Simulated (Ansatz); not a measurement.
Mulliken charges of C2H5BBrCl, SMILES `CB(Cl)CBr` from ωB97M-V/def2-TZVPP in Ansatz (PBE0-D4/def2-TZVP geometry).

```
atom   x (Å)   y (Å)   z (Å)  charge (e)
  C1  -0.724  -0.474   1.090      -0.316
  B2   0.424   0.209   0.294       0.036
 Cl3   1.642   1.147   1.155      -0.113
  C4   0.584   0.079  -1.260      -0.225
 Br5  -0.615   1.529  -1.816      -0.068
  H6  -0.323  -1.407   1.511       0.122
  H7  -1.067   0.123   1.937       0.126
  H8  -1.576  -0.741   0.463       0.107
  H9   1.561   0.314  -1.673       0.163
 H10   0.177  -0.829  -1.700       0.168
```

Q: By hand: the dipole of these point charges (1 e Å = 4.8032 D).

A: Σ q r = (-0.089, -0.418, -0.138) e Å, of length 0.449 e Å = 2.16 D.

Q: How does the dipole of the full density compare? (Best estimate.)

A: Ansatz gave: (-0.016, -0.387, -0.042) e Å, 1.87 D; the point charges give 1.16 times that, at 15° from its direction.

Point charges leave out the atoms' own dipoles, such as those of lone pairs, and Mulliken's split depends on the basis, so the two needn't agree.
